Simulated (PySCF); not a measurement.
Excitation energy of Sc by level of theory

Sc [Ar] 3d1 4s2 (2D) → Sc [Ar] 3d2 4s1 (4F), as a difference of total energies. Calculation: PySCF 2.14, in x2c-QZVPPall; scalar relativity by spin-free X2C-1e. Correlated levels: valence: [Ar] frozen; valence and next inner shell: [Ne] frozen. The calculations carry no spin-orbit coupling.

```tsv
method	excitation energy (eV)
UHF	1.111
LDA	0.632
PBE	0.569
PBE0	0.704
wB97M-V	1.144
LC-wPBE	0.685
BP86	0.620
PBEsol	0.551
MP2 (valence)	1.548
SCS-MP2 (valence)	1.887
MP2 (valence and next inner shell)	1.404
SCS-MP2 (valence and next inner shell)	1.716
```

Question: How much does correlation contribute at MP2 (valence and next inner shell)?

Answer: 1.404 − (1.111) = 0.293 eV, measured against UHF.

Errors of the correlated levels include the incompleteness of this basis and the frozen core.

For comparison: 1.427 eV (measured; NIST levels, between the centres of gravity of the two terms).
